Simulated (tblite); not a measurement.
Species: C₅H₆NO₂S (charge -1).
Numbering: `[CH3:1]/[N:2]=[CH:3]\[C:4](=[CH:5]/[S-:6])[C:7](=[O:8])[OH:9]` (hydrogens: H10, H11, H12 on C1; H13 on C3; H14 on C5; H15 on O9)

Geometry (GFN2-xTB, Å), atoms numbered from 1 in this order:
```xyz
15
C5H6NO2S angstrom
C      1.813   -1.030   -0.330
N      1.810    0.399   -0.212
C      0.725    1.056   -0.116
C     -0.662    0.636   -0.087
C     -1.636    1.441   -0.666
S     -1.415    2.895   -1.441
C     -1.131   -0.529    0.603
O     -2.214   -1.085    0.466
O     -0.282   -1.000    1.580
H      0.895   -1.439   -0.775
H      2.668   -1.306   -0.955
H      1.947   -1.486    0.655
H      0.856    2.137   -0.141
H     -2.660    1.082   -0.594
H     -0.717   -1.762    1.989
```

Computed with GFN2-xTB (tblite): harmonic, unscaled wavenumbers at the GFN2-xTB geometry, gas phase. Errors from tens to a few hundred cm⁻¹ against measured bands are possible. One conformer, not necessarily the lowest.

Harmonic wavenumbers (cm⁻¹): 58.5, 85.2, 149.2, 154.3, 182.8, 217.6, 242.3, 300.6, 365.2, 423.9, 500.3, 549.8, 586.7, 660.4, 705.2, 792.8, 811.1, 878.3, 955.7, 1008.2, 1092.0, 1094.5, 1136.0, 1154.9, 1249.7, 1341.8, 1349.6, 1387.1, 1444.1, 1484.0, 1490.8, 1672.4, 1691.6, 2872.4, 2931.1, 2953.0, 2958.9, 2965.5, 3480.9.

A = 1900, B = 1023, C = 713.0 MHz; mass 144.012 u (most abundant isotopes); point group C1, symmetry number 1.

Q: What is the zero-point energy?

A: ½Σν̃ = 22689 cm⁻¹ = 64.87 kcal/mol.

Q: Entropy at 500 K, 1 bar (ideal gas, RRHO, classical rotation)?

A: Translation 43.40, rotation 31.37, vibration 44.25: S = 119.0 cal/(mol K).

Q: And Cp and H(500 K) − H(0)?

A: Cp = 49.45 cal/(mol K), of which vibrations give 41.51 (their classical limit is 39 R = 77.5); H(500 K) − H(0) = 15.29 kcal/mol without the zero-point energy, 11.32 from vibrations.

Q: Which modes carry the vibrational entropy at 500 K?

A: 58.5 cm⁻¹: 5.53; 85.2 cm⁻¹: 4.79; 149.2 cm⁻¹: 3.68; 154.3 cm⁻¹: 3.62; 182.8 cm⁻¹: 3.29; 217.6 cm⁻¹: 2.95 cal/(mol K); the other 33 give 20.40 together.

Q: Blend soft modes into free rotors: weight 1/[1 + (100 cm⁻¹/ν̃)⁴] for the oscillator and the rest for a rotor with moment μB/(μ + B), μ = h/(8π²ν), B = 10⁻⁴⁴ kg m². What vibrational entropy results?

A: 41.69 cal/(mol K) in place of 44.25, which changes −T·S at 500 K by +1.28 kcal/mol.

Q: What must be added to the electronic energy to get the Gibbs energy at 500 K and 1 bar?

A: ZPE + [H(500 K) − H(0)] − T·S = 64.87 + 15.29 − 59.51 = 20.65 kcal/mol.

Hindered rotation and anharmonicity are outside this model. Other conformers, if any are populated, would add a mixing term that is left out. The structure is chiral; the term R ln 2 for an equal mix with its mirror image is left out.
